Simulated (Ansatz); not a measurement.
Species: C4H12O4Si, SMILES `CO[Si](OC)(OC)OC` (charge 0, multiplicity 1), formula C4H12O4Si.

**Question.** How many basis functions does frozen-core CCSD(T)/cc-pVDZ // B3LYP-D3(BJ)/def2-SVP (Ansatz, a quantum-chemistry and plane-wave program) use, how many core orbitals are frozen, and how many electrons are correlated?

**Answer.** 190 basis functions and 13 frozen orbitals, which leaves 56 correlated electrons. Core time is of the order of minutes.
